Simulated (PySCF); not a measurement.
Compound: CH6BNO2.
Bonds: N1–C2, C2–B3, B3–O4, B3–O5. Hydrogens: H6, H7 on N1; H8, H9 on C2; H10 on O4; H11 on O5.

Level: PBE0/def2-SVPD in PySCF, non-relativistic, on one gas-phase PBE0-D3(BJ)/def2-SVP geometry that isn't relaxed in the solvent. The solvent is an IEF-PCM continuum (cavity from Bondi-type radii × 1.2), and excitations are vertical TDDFT with non-equilibrium linear response and a frozen core. The model holds no explicit solvent molecules, cavitation or dispersion.

Gas-phase singlets (H = HOMO, L = LUMO):

| state | E (eV) | λ (nm) | f | leading configuration |
| --- | --- | --- | --- | --- |
| S1 | 5.483 | 226 | 0.001 | H→L 96% |
| S2 | 6.279 | 197 | 0.015 | H→L+1 85% |
| S3 | 6.466 | 192 | 0.001 | H→L+2 98% |
| S4 | 6.885 | 180 | 0.017 | H→L+3 84% |
| S5 | 7.362 | 168 | 0.006 | H→L+4 95% |

Question: Give the list for dimethylsulfoxide (ε = 46.83), n² = 2.19.

Answer: 
```tsv
state	E (eV)	λ (nm)	f	leading configuration	change by rank (eV)
S1	5.878	211	0.000	H→L 94%	+0.395
S2	6.766	183	0.017	H→L+2 59%	+0.487
S3	6.797	182	0.027	H→L+1 50%	+0.331
S4	7.320	169	0.018	H→L+3 87%	+0.435
S5	7.723	161	0.006	H→L+4 95%	+0.361
```

Question: The ground-state energy changes by -0.415 eV from gas to dimethylsulfoxide. By how much does the total energy of gas-phase S4 change?

Answer: E(S4) = E(S0) + excitation energy, so it changes by -0.415 + 0.435 = +0.020 eV: it isn't lowered at all, while the ground state is. This is the vertical state, with the slow part of the continuum still set for S0.

Question: How do the frontier levels move from gas to dimethylsulfoxide?

Answer: 
```
orbital  gas (eV)  solvent (eV)  change (eV)                   Löwdin shares, gas              Löwdin shares, solvent
 LUMO+2      1.26          1.42        +0.16   B3 35 %, O4 19 %, C2 17 %, O5 15 %  B3 35 %, O4 19 %, C2 16 %, O5 15 %
 LUMO+1      0.83          1.25        +0.42  O5 30 %, O4 16 %, H11 14 %, H10 8 %  O5 28 %, O4 16 %, H11 12 %, H7 8 %
   LUMO     -0.09          0.19        +0.28    B3 47 %, O5 12 %, H11 9 %, O4 9 %    B3 51 %, O4 10 %, O5 9 %, C2 6 %
   HOMO     -6.59         -6.77        -0.18     N1 60 %, C2 15 %, B3 7 %, H6 5 %    N1 57 %, C2 16 %, B3 8 %, H6 5 %
 HOMO-1     -9.51         -9.37        +0.14             O5 44 %, O4 41 %, B3 7 %            O5 47 %, O4 38 %, B3 7 %
 HOMO-2    -10.04         -9.89        +0.15   C2 31 %, N1 14 %, H8 14 %, O4 12 %  C2 32 %, O4 14 %, H8 14 %, N1 13 %
 HOMO-3    -10.31        -10.25        +0.06   C2 23 %, O5 22 %, N1 15 %, O4 14 %  O5 23 %, C2 22 %, N1 17 %, O4 14 %
```

The HOMO–LUMO gap goes from 6.50 to 6.96 eV.

Conformer computed: `[NH2:1][CH2:2][B:3]([OH:4])[OH:5]`: N1–C2–B3–O4 1°, H–N1–C2–B3 -58°, H–N1–C2–B3 54°, H–O4–B3–C2 180°, H–O5–B3–C2 0°.
